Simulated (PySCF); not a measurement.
Compound: C10H14F4.
SMILES with atom numbers: `[F:1][CH2:2][C@H:3]1[CH2:4][CH:5]=[C:6]([CH2:7][C:8]([F:9])([F:10])[F:11])[CH2:12][CH2:13][CH2:14]1` (hydrogens: H15, H16 on C2; H17 on C3; H18, H19 on C4; H20 on C5; H21, H22 on C7; H23, H24 on C12; H25, H26 on C13; H27, H28 on C14)

Computed by this run: PBE0-D3(BJ)/def2-SVP geometry optimisation, gas phase (PySCF); density fitting, grid level 1; the optimiser is geomeTRIC in internal coordinates, started from a GFN2-xTB structure.

Step 0: E = -21428.2482 eV
```
atom  x, y, z in Å  |  force x, y, z in eV/Å
F1     -3.9056    0.5726    0.0225   -0.001  -0.157   0.269
C2     -3.0918    0.9981   -1.0009    0.195  -0.211   0.261
C3     -1.6497    0.5469   -0.7699   -0.926  -0.139   0.409
C4     -1.1266    1.1401    0.5494    0.371  -0.109  -0.560
C5      0.3678    1.1779    0.6049   -0.590   0.151   0.159
C6      1.1388    0.0975    0.6117    0.733  -0.453   0.325
C7      2.6422    0.2283    0.6316   -0.419  -0.024  -0.767
C8      3.2267    0.0286   -0.7558    0.507   0.155  -0.426
F9      2.6600    0.8287   -1.6716   -0.042  -0.033   0.282
F10     4.5447    0.2958   -0.7840   -0.207  -0.010   0.218
F11     3.0916   -1.2246   -1.2128   -0.158  -0.045   0.222
C12     0.5761   -1.2949    0.5525   -0.035   0.252  -0.592
C13    -0.1788   -1.5660   -0.7542   -0.362   0.096   0.506
C14    -1.5888   -0.9834   -0.7852    0.667   0.354  -0.220
H15    -3.1741    2.0896   -1.0289    0.101   0.316  -0.171
H16    -3.5013    0.5720   -1.9225    0.020  -0.018  -0.369
H17    -1.0533    0.9429   -1.5986    0.146   0.125  -0.243
H18    -1.5117    2.1545    0.6624   -0.160   0.271   0.112
H19    -1.5197    0.5430    1.3766   -0.214  -0.103   0.281
H20     0.8218    2.1590    0.6259    0.325   0.422   0.016
H21     3.0992   -0.5161    1.2870    0.181  -0.143   0.191
H22     2.9417    1.2259    0.9574    0.128   0.212   0.077
H23    -0.1068   -1.4468    1.3931   -0.186  -0.137   0.312
H24     1.3858   -2.0195    0.6463    0.198  -0.206   0.115
H25    -0.2588   -2.6471   -0.8853    0.000  -0.338  -0.108
H26     0.3981   -1.1751   -1.5942    0.228   0.029  -0.275
H27    -2.0816   -1.3387   -1.6940   -0.229  -0.134  -0.236
H28    -2.1575   -1.3636    0.0666   -0.269  -0.122   0.211
```

Step 1: E = -21428.3301 eV
```
atom  x, y, z in Å  |  force x, y, z in eV/Å
F1     -3.9234    0.5135    0.1262    0.017   0.015  -0.023
C2     -3.1676    0.9770   -0.9292   -0.013   0.010  -0.005
C3     -1.7204    0.5582   -0.7649    0.097  -0.036   0.020
C4     -1.1370    1.1520    0.5293   -0.065   0.017   0.023
C5      0.3588    1.1966    0.5781    0.083   0.053   0.016
C6      1.1534    0.1175    0.5689   -0.038   0.005  -0.098
C7      2.6457    0.2717    0.5953    0.147  -0.051   0.047
C8      3.3453   -0.0277   -0.7159   -0.159  -0.115   0.340
F9      2.8833    0.7183   -1.7184    0.013   0.015  -0.069
F10     4.6570    0.2026   -0.6003    0.018  -0.003  -0.103
F11     3.1976   -1.3149   -1.0688    0.028   0.069  -0.110
C12     0.5872   -1.2781    0.4872    0.013  -0.045   0.040
C13    -0.1997   -1.5495   -0.7973    0.044   0.001  -0.023
C14    -1.6064   -0.9672   -0.8189   -0.060   0.002  -0.025
H15    -3.2574    2.0779   -0.9574   -0.011  -0.028   0.001
H16    -3.5908    0.5652   -1.8630   -0.003   0.012   0.023
H17    -1.1629    0.9862   -1.6208   -0.079   0.005   0.026
H18    -1.5312    2.1721    0.6652    0.011  -0.031  -0.001
H19    -1.5270    0.5604    1.3789   -0.005   0.059  -0.020
H20     0.8300    2.1866    0.6131   -0.020  -0.033   0.007
H21     3.0966   -0.4185    1.3307   -0.015   0.100  -0.008
H22     2.9344    1.2957    0.8759   -0.018  -0.022  -0.017
H23    -0.0792   -1.4520    1.3542    0.045  -0.006  -0.020
H24     1.4042   -2.0097    0.5738   -0.030   0.018  -0.007
H25    -0.2827   -2.6405   -0.9364    0.002   0.027   0.009
H26     0.3814   -1.1711   -1.6564   -0.021  -0.042   0.011
H27    -2.1190   -1.3210   -1.7311    0.015   0.004   0.027
H28    -2.1822   -1.3759    0.0320    0.005   0.000  -0.062
```

**Question.** Estimate the geometry and energy of step 2. (The exact step hangs on the optimiser's Hessian estimate; all steps are aligned on step 1, rigid shifts and turns removed.)

**Answer.** E = -21428.3360 eV, largest force 0.127 eV/Å
```
atom  x, y, z in Å  |  force x, y, z in eV/Å
F1     -3.9187    0.5111    0.1208   -0.007  -0.001   0.007
C2     -3.1619    0.9757   -0.9326   -0.009  -0.005   0.015
C3     -1.7142    0.5586   -0.7650    0.038  -0.025   0.030
C4     -1.1352    1.1559    0.5303   -0.003  -0.015  -0.022
C5      0.3623    1.1977    0.5853    0.016  -0.021   0.011
C6      1.1548    0.1166    0.5776   -0.052   0.016  -0.024
C7      2.6476    0.2705    0.6062    0.074  -0.057  -0.002
C8      3.3239   -0.0320   -0.7127    0.015  -0.063  -0.002
F9      2.8480    0.7190   -1.7062   -0.065   0.097  -0.050
F10     4.6392    0.1945   -0.6351    0.038  -0.005   0.037
F11     3.1680   -1.3124   -1.0836   -0.008  -0.005   0.033
C12     0.5903   -1.2802    0.4931   -0.006   0.005  -0.008
C13    -0.1921   -1.5503   -0.7953    0.004   0.016   0.009
C14    -1.5995   -0.9668   -0.8244    0.008   0.020  -0.002
H15    -3.2554    2.0755   -0.9603    0.001   0.002  -0.002
H16    -3.5841    0.5643   -1.8662    0.001   0.000   0.000
H17    -1.1612    0.9902   -1.6198   -0.025   0.016  -0.008
H18    -1.5283    2.1759    0.6616    0.008   0.004  -0.012
H19    -1.5307    0.5715    1.3806   -0.011   0.017   0.006
H20     0.8344    2.1860    0.6221   -0.003  -0.002   0.009
H21     3.1033   -0.4102    1.3444    0.001   0.026   0.015
H22     2.9363    1.2958    0.8782   -0.008   0.005  -0.025
H23    -0.0751   -1.4567    1.3588    0.006  -0.006  -0.001
H24     1.4065   -2.0113    0.5798    0.002   0.003  -0.006
H25    -0.2752   -2.6405   -0.9342   -0.006  -0.003   0.010
H26     0.3924   -1.1753   -1.6523   -0.003  -0.019  -0.002
H27    -2.1063   -1.3184   -1.7397    0.010   0.008  -0.005
H28    -2.1809   -1.3794    0.0187   -0.013  -0.010  -0.012
```

The energy changes by -0.0059 eV. The first-order estimate −F·Δx gives -0.0111 eV and the mean of the old and new forces, exact on a quadratic surface, -0.0059 eV. The step makes an angle of 76° with the force vector and moves no atom by more than 0.040 Å.

What follows is the cost of the whole optimisation. On an Intel Xeon Platinum 8488C with 2 threads, on a shared host, this took 4.0 min wall, 9.2 min CPU and 2.0 GiB of memory at its peak.
